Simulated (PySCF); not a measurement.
Species: SiH2Me(NHiPr), C4H13NSi.
Bonds: Si1–C4, Si1–N8, N8–C9, C9–C10, C9–C11. Hydrogens: H2, H3 on Si1; H5, H6, H7 on C4; H12 on N8; H13 on C9; H14, H15, H16 on C10; H17, H18, H19 on C11.

Theory: PySCF 2.14.0, PBE0-D3(BJ)/def2-SVP geometry optimisation, gas phase.

(1) What internal coordinates does the optimisation give?

## Answers

(1) 
```json
{"bond": "Si1–H2, Si1–H3", "length (Å)": "1.501"}
{"bond": "Si1–C4", "length (Å)": "1.875"}
{"bond": "Si1–N8", "length (Å)": "1.738"}
{"bond": "C4–H5, C4–H6, C4–H7", "length (Å)": "1.101"}
{"bond": "N8–C9", "length (Å)": "1.454"}
{"bond": "N8–H12", "length (Å)": "1.015"}
{"bond": "C9–C10, C9–C11", "length (Å)": "1.525"}
{"bond": "C9–H13", "length (Å)": "1.107"}
{"bond": "C10–H14 and 5 like bonds", "length (Å)": "1.101"}
```

Bonds in one row agree within 0.01 Å and their mean is given. A selection of angles:
```json
{"angle": "H2–Si1–H3", "degrees": "105.9"}
{"angle": "H2–Si1–C4", "degrees": "108.9"}
{"angle": "H2–Si1–N8", "degrees": "114.4"}
{"angle": "H3–Si1–N8", "degrees": "110.8"}
{"angle": "C4–Si1–N8", "degrees": "106.9"}
{"angle": "Si1–C4–H5", "degrees": "111.4"}
{"angle": "Si1–C4–H7", "degrees": "110.3"}
{"angle": "H5–C4–H6", "degrees": "108.4"}
{"angle": "Si1–N8–C9", "degrees": "127.6"}
{"angle": "Si1–N8–H12", "degrees": "114.3"}
{"angle": "C9–N8–H12", "degrees": "112.4"}
{"angle": "N8–C9–C10", "degrees": "112.4"}
{"angle": "N8–C9–H13", "degrees": "107.6"}
{"angle": "C10–C9–C11", "degrees": "111.3"}
{"angle": "C10–C9–H13", "degrees": "107.7"}
{"angle": "C9–C10–H14", "degrees": "110.5"}
{"angle": "H14–C10–H15", "degrees": "108.2"}
{"angle": "H18–C11–H19", "degrees": "108.5"}
```

Dihedral angles: C4–Si1–N8–C9 -173° (antiperiplanar); Si1–N8–C9–C10 87° (synclinal). The mirror-image conformer, all signs reversed, is as good.

N8 (nitrogen bonded to C, Si and H) has angles 127.6°, 114.3° and 112.4°, sum 354.3°, 0.19 Å off the plane of its three neighbours. Of the pairs four or more bonds apart, Si1···H17 is among the closest relative to their van der Waals radii: 2.91 Å, 88 % of the sum of Bondi's values. Si1 (silicon bonded to C, N and 2 H) is distorted tetrahedral (angles from 105.9° to 114.4°).

Point group: C1 (no symmetry element, even within 0.4 Å). PBE0-D3(BJ)/def2-SVP frequencies: not computed here. The numbers are those of one conformer.

On Arm Neoverse V2, one thread, shared host with 32 logical CPUs at a one-minute load of 11, this took 69 s of wall time and 0.61 GiB of memory at its peak. These figures are those of the optimisation.
